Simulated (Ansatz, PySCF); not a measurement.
Input for Ansatz (a quantum-chemistry and plane-wave program):
Ansatz 0.2 input:
```yaml
crystal:
  periodic: [false, false, false]
  atoms:
    - {symbol: C, position_ang: [2.94369932, 1.91177469, 0.71550495]}
    - {symbol: C, position_ang: [2.64124402, 0.60970739, -0.00095751]}
    - {symbol: O, position_ang: [1.23034019, 0.45642314, -0.11564129]}
    - {symbol: Si, position_ang: [0.26214938, -0.71284220, -0.59849238]}
    - {symbol: C, position_ang: [0.14484599, -2.26186060, 0.46752199]}
    - {symbol: O, position_ang: [-1.19706517, 0.23157620, -0.16869727]}
    - {symbol: C, position_ang: [-2.57050323, -0.06891096, -0.48509897]}
    - {symbol: C, position_ang: [-3.48893689, 0.46102128, 0.59570044]}
    - {symbol: H, position_ang: [4.01886965, 2.03260516, 0.80233655]}
    - {symbol: H, position_ang: [2.54227533, 2.75459528, 0.15936291]}
    - {symbol: H, position_ang: [2.51145476, 1.90704963, 1.71253350]}
    - {symbol: H, position_ang: [3.06763268, 0.60847316, -1.00682324]}
    - {symbol: H, position_ang: [3.04307334, -0.24286950, 0.55099586]}
    - {symbol: H, position_ang: [0.16235563, -0.85531801, -2.04114479]}
    - {symbol: H, position_ang: [-0.73270441, -2.86366227, 0.24628526]}
    - {symbol: H, position_ang: [0.11483817, -2.01364593, 1.52946283]}
    - {symbol: H, position_ang: [1.00638691, -2.90789398, 0.31757368]}
    - {symbol: H, position_ang: [-1.07031623, 1.16675901, 0.05768486]}
    - {symbol: H, position_ang: [-2.81443888, 0.36276476, -1.45966455]}
    - {symbol: H, position_ang: [-2.62611340, -1.15430626, -0.55532193]}
    - {symbol: H, position_ang: [-4.51458084, 0.19196662, 0.36207418]}
    - {symbol: H, position_ang: [-3.43148187, 1.54550862, 0.65987693]}
    - {symbol: H, position_ang: [-3.23563725, 0.03337901, 1.56234442]}
basis:
  gaussian:
    orbitals: STO-3G
total_charge: 1
magnetization: {spin_polarized: false}
correlation: {method: mp2, electrons: outside_noble_gas}
accuracy: high
```

### Question
Convert this to an input for PySCF.

### Answer
Several could match; the one computed here: 
```python
from pyscf import gto, scf, mp

mol = gto.Mole()
mol.atom = '''
    C     2.94369932    1.91177469    0.71550495
    C     2.64124402    0.60970739   -0.00095751
    O     1.23034019    0.45642314   -0.11564129
    Si    0.26214938   -0.71284220   -0.59849238
    C     0.14484599   -2.26186060    0.46752199
    O    -1.19706517    0.23157620   -0.16869727
    C    -2.57050323   -0.06891096   -0.48509897
    C    -3.48893689    0.46102128    0.59570044
    H     4.01886965    2.03260516    0.80233655
    H     2.54227533    2.75459528    0.15936291
    H     2.51145476    1.90704963    1.71253350
    H     3.06763268    0.60847316   -1.00682324
    H     3.04307334   -0.24286950    0.55099586
    H     0.16235563   -0.85531801   -2.04114479
    H    -0.73270441   -2.86366227    0.24628526
    H     0.11483817   -2.01364593    1.52946283
    H     1.00638691   -2.90789398    0.31757368
    H    -1.07031623    1.16675901    0.05768486
    H    -2.81443888    0.36276476   -1.45966455
    H    -2.62611340   -1.15430626   -0.55532193
    H    -4.51458084    0.19196662    0.36207418
    H    -3.43148187    1.54550862    0.65987693
    H    -3.23563725    0.03337901    1.56234442
'''
mol.basis = 'sto-3g'
mol.charge = 1
mol.verbose = 3
mol.build()

mf = scf.RHF(mol)
mf.kernel()

pt = mp.MP2(mf, frozen=12)
pt.kernel()
print('E(MP2) = %.10f' % pt.e_tot)
```

Both were run: Ansatz gave -629.362919 Eh and PySCF -629.362919 Eh, 0.000 mEh apart.
